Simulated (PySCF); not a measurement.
## Electron correlation in Br²⁺ (bromine, charge +2)

[Ar] 3d10 4s2 4p3, high-spin 4S determinant. Computed with PySCF 2.14 in aug-cc-pVDZ-PP with ECP10MDF, with a scalar-relativistic core potential. Frozen: 3s2 3p6 3d10; 5 electrons correlated.

MP2 pair energies summed by pair of shells (mhartree):

```json
{"pair": "4s-4p", "energy": "-38.72", "share (%)": "66.4"}
{"pair": "4p-4p", "energy": "-13.82", "share (%)": "23.7"}
{"pair": "4s-4s", "energy": "-5.79", "share (%)": "9.9"}
```

Total MP2 correlation energy: -58.34 mhartree.

Same-spin part -15.25 and opposite-spin part -43.09 mhartree; SCS-MP2 scales them by 1/3 and 6/5 to -56.79 mhartree.

```tsv
level	correlation energy (mhartree)
CCSD	-72.92
(T)	-0.66
CCSD(T)	-73.58
```

Diagnostics: T1 = 0.0013, D1 = 0.0020, largest double amplitude 0.047.

Cost of the coupled-cluster step: 0.3 s of wall time on 1 thread of Intel(R) Xeon(R) Platinum 8259CL CPU @ 2.50GHz (shared host), for 5 correlated electrons.
